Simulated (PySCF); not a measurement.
B(H)(OH)2 (BH3O2), SMILES OBO. Geometry: PBE-D3(BJ)/def2-TZVP. One conformer was computed; it need not be the lowest.

Computed equilibrium geometry at PBE-D3(BJ)/def2-TZVP (PySCF confirms it by a frequency run) as a Z-matrix, and its point group (one conformer of several):
point group Cs.
```
B
O 1 1.3649
H 2 0.9746 1 111.75
O 1 1.3757 2 119.30 3 0.00
H 4 0.9698 1 112.50 2 180.00
H 1 1.2038 2 118.16 3 180.00
```
Charge 0, spin multiplicity 1.
